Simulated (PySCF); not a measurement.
CH₉AlO₂Si₂, singlet, geometry from GFN2-xTB (such geometries of metal compounds can be far from the true shape), with bond 14-12 at 1.3 times its length; SVWN5/STO-3G in PySCF.

Here is a job for PySCF.
```python
from pyscf import gto, scf, dft

mol = gto.M(
    atom='''
Al    0.328227    0.517411    0.468922
C     1.168480    1.860372    1.665972
H     1.792393    1.382469    2.420049
H     0.413247    2.460184    2.173924
H     1.792076    2.553553    1.101008
O    -0.785728    0.988621   -0.698016
Si   -1.870818    1.391488   -1.842135
H    -3.197806    1.074849   -1.309426
H    -1.564414    0.618294   -3.046731
H    -1.713334    2.830477   -2.071669
O     0.708594   -1.115714    0.587127
Si    1.042573   -2.706457    0.660993
H    -0.195330   -3.400072    1.022183
H     2.376350   -2.913248    2.006234
H     1.539281   -3.116498   -0.653854
''',
    basis='sto-3g',
    charge=0,
    spin=0,
    verbose=4,
)

mf = dft.RKS(mol)
mf.xc = 'lda,vwn'
mf.diis = False
mf.damp = 0.3
mf.diis_start_cycle = 200
mf.max_cycle = 150
mf.kernel()
mf.analyze()
```

Output, abridged:

```
PySCF version 2.14.0

[INPUT] verbose = 4
[INPUT] num. atoms = 15
[INPUT] num. electrons = 72
[INPUT] charge = 0
[INPUT] spin (= nelec alpha-beta = 2S) = 0
[INPUT] symmetry False subgroup None
[INPUT] Mole.unit = angstrom
[INPUT] Symbol           X                Y                Z      unit          X                Y                Z       unit  Magmom
[...]
nuclear repulsion = 412.210100535493
number of shells = 33
number of NR pGTOs = 153
number of NR cGTOs = 51
basis = sto-3g
ecp = {}

******** <class 'pyscf.dft.rks.RKS'> ********
method = RKS
initial guess = minao
damping factor = 0.3
level_shift factor = 0
DIIS disabled
SCF conv_tol = 1e-09
SCF conv_tol_grad = None
SCF max_cycles = 150
direct_scf = True
direct_scf_tol = 1e-13
XC library pyscf.dft.libxc version 7.1.2
    S. Lehtola, C. Steigemann, M. J. T. Oliveira, and M. A. L. Marques,  SoftwareX 7, 1–5 (2018)
XC functionals = lda,vwn
    P. A. M. Dirac,  Math. Proc. Cambridge Philos. Soc. 26, 376 (1930)
    F. Bloch,  Z. Phys. 57, 545 (1929)
    S. H. Vosko, L. Wilk, and M. Nusair,  Can. J. Phys. 58, 1200 (1980)
radial grids:
    Treutler-Ahlrichs [JCP 102, 346 (1995); DOI:10.1063/1.469408] (M4) radial grids

becke partition: Becke, JCP 88, 2547 (1988); DOI:10.1063/1.454033
pruning grids: <function nwchem_prune>
grids dens level: 3
symmetrized grids: False
atomic radii adjust function: <function treutler_atomic_radii_adjust>
small_rho_cutoff = 0
Set gradient conv threshold to 3.16228e-05
Initial guess from minao.
tot grids = 188096
init E= -998.004946553267
[...]
cycle= 1 E= -997.834608971019  delta_E= 0.17  |g|= 1.07  |ddm|= 4.56
[...]
cycle= 2 E= -997.742032760062  delta_E= 0.0926  |g|= 1.37  |ddm|= 3.23
[...]
cycle= 3 E= -997.874061180738  delta_E= -0.132  |g|= 0.971  |ddm|=  3.2
[...]
cycle= 4 E= -997.422208223224  delta_E= 0.452  |g|= 1.75  |ddm|= 3.58
[...]
cycle= 5 E= -997.64712274163  delta_E= -0.225  |g|= 1.14  |ddm|= 3.93
[...]
cycle= 6 E= -996.583462304798  delta_E= 1.06  |g|= 2.47  |ddm|= 4.49
[...]
cycle= 7 E= -997.219195520984  delta_E= -0.636  |g|= 1.37  |ddm|= 5.02
[...]
cycle= 8 E= -995.551497330074  delta_E= 1.67  |g|=    3  |ddm|= 5.45
[...]
cycle= 9 E= -996.568012745928  delta_E= -1.02  |g|= 1.68  |ddm|= 6.19
[...]
cycle= 10 E= -994.415973790573  delta_E= 2.15  |g|= 3.32  |ddm|= 6.59
[...]
cycle= 11 E= -994.520997297155  delta_E= -0.105  |g|= 2.99  |ddm|= 7.74
[...]
cycle= 12 E= -986.490300614719  delta_E= 8.03  |g|=  3.7  |ddm|= 10.9
[...]
[...]
[...]
cycle= 134 E= -962.402632356855  delta_E= 0.0443  |g|= 4.07  |ddm|= 17.7
[...]
cycle= 135 E= -962.446888663125  delta_E= -0.0443  |g|= 4.14  |ddm|= 17.7
[...]
cycle= 136 E= -962.402632356853  delta_E= 0.0443  |g|= 4.07  |ddm|= 17.7
[...]
cycle= 137 E= -962.446888663126  delta_E= -0.0443  |g|= 4.14  |ddm|= 17.7
[...]
cycle= 138 E= -962.402632356854  delta_E= 0.0443  |g|= 4.07  |ddm|= 17.7
[...]
cycle= 139 E= -962.446888663126  delta_E= -0.0443  |g|= 4.14  |ddm|= 17.7
[...]
cycle= 140 E= -962.402632356855  delta_E= 0.0443  |g|= 4.07  |ddm|= 17.7
[...]
cycle= 141 E= -962.446888663127  delta_E= -0.0443  |g|= 4.14  |ddm|= 17.7
[...]
cycle= 142 E= -962.402632356855  delta_E= 0.0443  |g|= 4.07  |ddm|= 17.7
[...]
cycle= 143 E= -962.446888663124  delta_E= -0.0443  |g|= 4.14  |ddm|= 17.7
[...]
cycle= 144 E= -962.402632356854  delta_E= 0.0443  |g|= 4.07  |ddm|= 17.7
[...]
cycle= 145 E= -962.446888663125  delta_E= -0.0443  |g|= 4.14  |ddm|= 17.7
[...]
cycle= 146 E= -962.402632356854  delta_E= 0.0443  |g|= 4.07  |ddm|= 17.7
[...]
cycle= 147 E= -962.446888663125  delta_E= -0.0443  |g|= 4.14  |ddm|= 17.7
[...]
cycle= 148 E= -962.402632356853  delta_E= 0.0443  |g|= 4.07  |ddm|= 17.7
[...]
cycle= 149 E= -962.446888663125  delta_E= -0.0443  |g|= 4.14  |ddm|= 17.7
[...]
cycle= 150 E= -962.402632356855  delta_E= 0.0443  |g|= 4.07  |ddm|= 17.7
SCF not converged.
SCF energy = -962.402632356855
**** SCF Summaries ****
Total Energy =                        -962.402632356854838
Nuclear Repulsion Energy =             412.210100535493211
One-electron Energy =                -2209.935890010814092
Two-electron Energy =                  835.323157118466156
Two-electron Coulomb Energy =          918.330313848968217
DFT Exchange-Correlation Energy =      -83.007156730502018
HOMO-LUMO gap [eV] =                     4.502470021560495
**** MO energy ****
[...]
 ** Mulliken pop on meta-lowdin orthogonal AOs  **
 ** Mulliken pop  **
 ** Mulliken atomic charges  **
charge of    0Al =     -1.98524
charge of    1C =     -0.38503
charge of    2H =      0.15661
charge of    3H =     -0.19782
charge of    4H =     -0.15993
charge of    5O =     -1.98760
charge of    6Si =     -3.99959
charge of    7H =     -1.00000
charge of    8H =     -1.00000
charge of    9H =     -1.00000
charge of   10O =      4.67926
charge of   11Si =      3.88206
charge of   12H =      0.99890
charge of   13H =      0.99950
charge of   14H =      0.99889
Dipole moment(X, Y, Z, Debye): 125.96237, -193.53986, 104.95307
```

The run did not converge; its last values are not results.
